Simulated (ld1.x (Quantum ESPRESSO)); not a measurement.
u(r) = r·R(r): atom against pseudo-atom (silicon)

Columns: radius, all-electron u(r) and pseudo u(r) of the 3s shell (level -12.71 eV) of silicon in the configuration [Ne] 3s2 3p1.75; PBE, scalar-relativistic, TM scheme, ld1.x (Quantum ESPRESSO) 7.5.

```tsv
r (bohr)	all-electron	pseudo
0.082	0.1578	0.0219
0.165	-0.0435	0.0445
0.248	-0.2320	0.0683
0.330	-0.3276	0.0933
0.413	-0.3374	0.1208
0.495	-0.2854	0.1508
0.578	-0.1940	0.1845
0.660	-0.0840	0.2217
0.742	0.0328	0.2633
0.825	0.1492	0.3100
0.908	0.2583	0.3612
0.990	0.3559	0.4154
1.072	0.4418	0.4717
1.155	0.5163	0.5286
1.238	0.5788	0.5825
1.320	0.6294	0.6301
1.402	0.6697	0.6698
1.485	0.7008	0.7008
1.568	0.7228	0.7228
1.650	0.7365	0.7365
1.733	0.7433	0.7433
1.815	0.7438	0.7438
1.898	0.7389	0.7389
1.980	0.7295	0.7295
2.062	0.7164	0.7164
2.145	0.6998	0.6998
```

(1) How many radial nodes do the two functions have?

(2) At about which radius was the pseudo-wave matched?

(3) Is the pseudo-wave norm-conserving?

## Answers

(1) The all-electron 3s function has n − l − 1 = 2; the pseudo-wave has 0, since the states of the same l below it are removed with the core.

(2) 1.50 bohr. The columns agree to 0.0005 from 1.40 bohr on; several derivatives are matched, so the curves merge somewhat inside the radius.

(3) Yes: the TM scheme keeps the norm inside the radius equal to the all-electron one, which fixes the energy derivative of the logarithmic derivative at the level.
